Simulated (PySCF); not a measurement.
Structure with atom numbers: `[CH:1]#[C:2][C:3]#[C:4][B:5]([F:6])[F:7]`. Each H is labelled by its parent atom.

Geometry: PBE0-D3(BJ)/def2-SVP; GIAO shifts from PySCF 2.14, gas phase, non-relativistic, averaged over equivalent atoms.

At PBE0/6-31G (65 basis functions, 3.8 s wall time on 1 thread of an Arm Neoverse V2, shared host):
```csv
atoms,δ (ppm)
C3,89.2
C1,72.5
C4,67.8
C2,67.2
B5,15.1
F6/F7,-64.3
H(C1),2.18
```

Shifts are taken against calculated references (same method and geometry level): TMS for ¹³C (σ = 199.54 ppm), ¹H (σ = 32.61 ppm); ¹¹B (σ = 113.16 ppm) against BF3·OEt2; ¹⁹F (σ = 177.36 ppm) vs CFCl3.

Question: What do these become at PBE0/cc-pVTZ?

Answer: 
```tsv
atoms	δ at PBE0/cc-pVTZ	change
C3	93.1	+3.9
C1	75.1	+2.6
C4	71.9	+4.1
C2	70.6	+3.4
B5	13.7	-1.4
F6/F7	-66.2	-1.9
H(C1)	1.89	-0.29
```

Scale: ¹³C (σref 187.29) and ¹H (σref 31.29) against TMS; ¹¹B (σref 102.75) vs BF3·OEt2; ¹⁹F (σref 182.60) vs CFCl3 (reference shieldings calculated alike).

The largest change is at C4 (alkyne carbon). Cost: 224 basis functions, 19 s wall time on 1 thread of an Arm Neoverse V2, shared host. The order of the carbon signals is the same at both levels.

A carbon bonded to boron is broadened by the quadrupolar boron nucleus and is often missing from a measured spectrum. Unscaled 19F shifts against computed CFCl3 carry errors that often reach 10 to 50 ppm.
